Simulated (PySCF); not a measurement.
Method: PBE-D3(BJ)/def2-TZVP // r2SCAN-D4/def2-SVP run with PySCF 2.14.0. Gas-phase values, no solvent. One relaxed conformer stands for a flexible species; it need not be the lowest. Excitations are Tamm–Dancoff values on a coarser integration grid. The basis has no diffuse functions, so Rydberg states are missing or too high.

Reference species (SMILES): `Bc1c(C#N)ccc2ccsc12` (neutral, multiplicity 1).

```
Quantity                Value
-------------------  --------
HOMO                 -6.16 eV
HOMO–LUMO gap         2.51 eV
S1 excitation (TDA)   2.90 eV
```

Changed species: `c1cc(C#N)c(B)c2ccsc12`.

Problem. Predict the effect on the HOMO, HOMO–LUMO gap and S1 excitation (TDA).

Solution. the HOMO falls by 0.07 eV, to -6.23 eV; the HOMO–LUMO gap increases by 0.10 eV, to 2.61 eV; the S1 excitation (TDA) goes up by 0.11 eV, to 3.01 eV.
